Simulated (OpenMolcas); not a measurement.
**Fe7+, Ru7+, Os7+: d down the group**

- Program: OpenMolcas
- Method: SS-CASPT2, IPEA 0.25 Eh, imaginary shift 0.1 Eh
- Basis: ANO-RCC-VTZP
- Scalar Hamiltonian: DKH2, point nucleus
- Spin-orbit coupling: RASSI with atomic mean-field integrals over the reference wave functions, term energies averaged over their components

Active space for each ion: 1 electron in 10 orbitals (d d); closed shells correlated by CASPT2: Fe7+ 3s 3p; Ru7+ 4s 4p; Os7+ 5s 5p.

Computed levels in cm-1 above 2D 3/2:

```json
{"Level": "2D 5/2", "Fe7+": "1808", "Ru7+": "4190", "Os7+": "13950"}
{"Level": "weight of 2D in the lowest level (%)", "Fe7+": "100", "Ru7+": "100", "Os7+": "100"}
```

Measured, with the error of the calculation in %. Measured levels: Fe7+ from Corliss and Sugar, J. Phys. Chem. Ref. Data 11, 135 (1982).

```tsv
Level	Fe7+
2D 5/2	1836 (-1.5)
```

The fine-structure level 2D 5/2 changes by a factor of 7.72 from Fe7+ to Os7+.

CASPT2 does not keep the components of a term degenerate, so their means are used; among the terms shown or strongly mixed into the levels shown the widest spread is 14 cm-1 (3d 2D, Fe7+). With one active electron, CASPT2 adds the correlation within the correlated inactive shells and between them and that electron, and leaves the splitting within a term as the reference gives it. With one active electron outside closed inactive shells, the extra shells (4d) add no correlation to the reference (holds for Fe7+). With one active electron outside closed inactive shells, the extra shells (5d) add no correlation to the reference (holds for Ru7+). With one active electron outside closed inactive shells, the extra shells (6d) add no correlation to the reference (holds for Os7+). Computed and measured levels are paired by configuration, term and J; levels that our copy of the source lacks, or whose pairing is in doubt (as where it misses far off the trend of its configuration), stay unpaired and out of the deviations. Levels of configurations outside the active space are missing.
